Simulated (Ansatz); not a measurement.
Stepwise reaction of `[NH2][Mo]([NH2])(=[O])=[O]` with hydrogen fluoride, as a gas-phase model of exchange steps in deposition or etching. ΔE in kJ/mol; ΔG adds harmonic PBE0-D4 terms to CCSD(T)/CBS, at 1 bar.

Calculated with Ansatz (gas phase, PBE0-D4/def2-TZVP geometries, no zero-point term in ΔE). CCSD(T)/CBS is the MP2 limit (def2-TZVPP, def2-QZVPP) plus CCSD(T) − MP2 in def2-TZVPP, frozen cores. This one scheme is used for every species. DFT in def2-TZVPP. B3LYP here is the variant with VWN-RPA as its local correlation; programs differ in this. def2 core potentials past Kr. For Mo outer-core shells are correlated without core-valence functions, which leaves a few kJ/mol of doubt a bond. One conformer a species, not always the lowest.

| step | reaction | PBE-D4 | B3LYP-D4 | ωB97M-V | CCSD(T)/CBS | ΔG(600 K) |
| --- | --- | --- | --- | --- | --- | --- |
| 2 | `[NH2][Mo](=[O])(=[O])[F]` + H–F → `[O]=[Mo](=[O])([F])[F]` + NH₃ | -45.9 | -43.3 | -46.2 | -35.3 | -31.8 |

(1) Give the row of step 1, `[NH2][Mo]([NH2])(=[O])=[O]` + H–F → `[NH2][Mo](=[O])(=[O])[F]` + NH₃. (Estimate.)

(2) By hand: ΔE of the 2 steps together at CCSD(T)/CBS.

Answers

(1) Ansatz gave: 
| step | reaction | PBE-D4 | B3LYP-D4 | ωB97M-V | CCSD(T)/CBS | ΔG(600 K) |
| --- | --- | --- | --- | --- | --- | --- |
| 1 | `[NH2][Mo]([NH2])(=[O])=[O]` + H–F → `[NH2][Mo](=[O])(=[O])[F]` + NH₃ | -67.5 | -65.8 | -67.6 | -56.9 | -54.9 |

(2) (-56.9) + (-35.3) = -92.2 kJ/mol, or -46.1 kJ/mol a step.

In ΔE each step is higher than the one before. All are downhill at CCSD(T)/CBS. ΔG lies between -54.9 and -31.8 kJ/mol a step. PBE-D4 differs from CCSD(T)/CBS by -10.6 to -10.6 kJ/mol a step. Isolated molecules leave out the surface, adducts and barriers. Largest T1 diagnostic: 0.025.
